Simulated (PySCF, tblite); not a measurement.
Isomers of C6H8F3N3, one GFN2-xTB conformer each. Single-point energies are computed at PBE0/pcSseg-1 (PySCF, gas phase, no added dispersion term), electronic only.

Question: Rank them by PBE0/pcSseg-1 energy, lowest first (kJ/mol).
A. `[CH3:1][CH:2]([CH3:3])[n:4]1[n:5][n:6][cH:7][c:8]1[C:9]([F:10])([F:11])[F:12]` with C1–C2–N4–N5 79°
B. `[CH3:1][CH2:2][n:3]1[n:4][c:5]([CH3:6])[c:7]([C:8]([F:9])([F:10])[F:11])[n:12]1` with C1–C2–N3–N4 -89°

Answer: B (0.0), A (42.4).

GFN2-xTB itself gives, in the same order: 0.0, 36.5. Both levels put the same isomer lowest.

Q: Which frontier levels, dipoles and rotational constants go with these structures?

A: 
| SMILES | HOMO (eV, PBE0/pcSseg-1) | LUMO (eV) | dipole (D) | A, B, C (MHz) |
| --- | --- | --- | --- | --- |
| CCn1nc(C)c(C(F)(F)F)n1 | -7.81 | -0.47 | 3.18 | 1642, 613.5, 507.9 |
| CC(C)n1nncc1C(F)(F)F | -8.01 | -0.83 | 2.59 | 1326, 821.9, 624.4 |

Q: What happens when harmonic zero-point energies from GFN2-xTB frequencies are added?

A: 
| SMILES | ZPE (kJ/mol) | electronic (kJ/mol) | with ZPE (kJ/mol) |
| --- | --- | --- | --- |
| CCn1nc(C)c(C(F)(F)F)n1 | 377.9 | 0.0 | 0.0 |
| CC(C)n1nncc1C(F)(F)F | 379.1 | 42.4 | 43.6 |

The zero-point energies span 1.2 kJ/mol. The order is unchanged.
